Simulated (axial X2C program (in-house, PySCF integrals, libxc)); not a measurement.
## Outer orbitals of SrH⁺ at 2.019 Å, B3LYP

All values were computed with an axial X2C code built on PySCF integrals. Spin-free means the one-electron spin-free X2C Hamiltonian; two-component (2c) means X2C with spin–orbit coupling and atomic mean-field two-electron Coulomb and Gaunt terms, so the difference of the two also holds small scalar two-electron terms. Basis: Sr dyall-cv3z [13s12p8d5f1g], H dyall-v3z [6s2p1d] (cores contracted in-house); Gaussian nuclei, density fitting, unrestricted open shells. Masses: Sr 87.906 u, H 1.008 u.

The distance is close to the 2c PBE0 minimum; the highest filled and lowest empty levels are listed.

Spin-free orbitals, state M_S = 0, Λ = 0 (closed shell) (Löwdin shares):

| symmetry | occupied | ε (eV) | atomic character |
| --- | --- | --- | --- |
| π+α | yes | -30.09 | 100% Sr p |
| π-α | yes | -30.09 | 100% Sr p |
| σα | yes | -29.80 | 97% Sr p |
| σα | yes | -10.99 | 57% H s, 20% Sr s, 17% Sr d |
| σα | no | -7.11 | 65% Sr s, 16% Sr d, 15% Sr p |
| δ-α | no | -5.63 | 100% Sr d |
| δ+α | no | -5.63 | 100% Sr d |
| π+α | no | -5.52 | 90% Sr d, 9% Sr p |
| π-α | no | -5.52 | 90% Sr d, 9% Sr p |

One partner of each degenerate Kramers or spin pair is listed.

Spinors with spin–orbit coupling (state Ω = 0):

```tsv
ω	occupied	ε (eV)	atomic character	λ mixture
1/2	yes	-30.77	99% Sr p	76% π, 24% σ
3/2	yes	-29.70	100% Sr p	100% π
1/2	yes	-29.49	97% Sr p	76% σ, 24% π
1/2	yes	-10.99	57% H s, 20% Sr s, 17% Sr d	100% σ
1/2	no	-7.11	65% Sr s, 16% Sr d, 15% Sr p	100% σ
3/2	no	-5.65	100% Sr d	98% δ, 2% π
5/2	no	-5.61	100% Sr d	100% δ
1/2	no	-5.55	88% Sr d, 10% Sr p	98% π, 2% σ
```

One partner of each degenerate Kramers or spin pair is listed.

Mulliken charges and populations of the two-component result (they depend on the basis, above all on diffuse functions):

Sr 1.31 e (s 8.37 p 18.02 d 10.29 f 0.01), H -0.31 e (s 1.30 p 0.01).

The state is a single determinant with fixed occupations, the lowest that a limited PBE0 search found.
